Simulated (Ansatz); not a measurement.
Gas-phase electronic energies from Ansatz, PBE0-D4/def2-TZVP geometries. CCSD(T)/CBS is the MP2 limit (def2-TZVPP, def2-QZVPP) plus CCSD(T) − MP2 in def2-TZVPP, frozen cores. This one scheme is used for every species. DFT in def2-TZVPP. For Ga, Ge outer-core shells are correlated without core-valence functions, which leaves a few kJ/mol of doubt a bond. Scalar relativity is left out up to krypton. Each species was taken in one conformer, which may not be the lowest.

Consider the cleavage of the Ga–Ge bond: `[NH2][Ga]([F])[GeH3]` + HCl → `[NH2][Ga]([F])[Cl]` + GeH₄.

Question: Is it downhill or uphill in electronic energy at CCSD(T)/CBS, and by how much? (Best estimate.)

Answer: Ansatz gave: Downhill: ΔE = -61.9 kJ/mol.

Question: What do these levels give: BLYP, PBE0, r2SCANh, BHLYP, HF/def2-TZVPP, SCS-MP2/def2-TZVPP? (Estimate.)

Answer: The calculation gave: BLYP -57.1, PBE0 -61.8, r2SCANh -67.4, BHLYP -73.4, HF/def2-TZVPP -92.6, SCS-MP2/def2-TZVPP -71.9 kJ/mol.

Largest T1 diagnostic among the species: 0.013.

From BLYP to BHLYP (50 % exact exchange), in def2-TZVPP and without D4, ΔE moves by −16.4 kJ/mol. In def2-TZVPP, CCSD(T) changes the Hartree–Fock value by +26.9 kJ/mol (the triples alone add +1.8 kJ/mol) and MP2 by +23.5 kJ/mol. Leaving LDA and LC-ωPBE aside and taking each functional with its dispersion term where it has one, the values, not all of them listed here, spread over 21.5 kJ/mol, from B97M-V to PBE-D4.
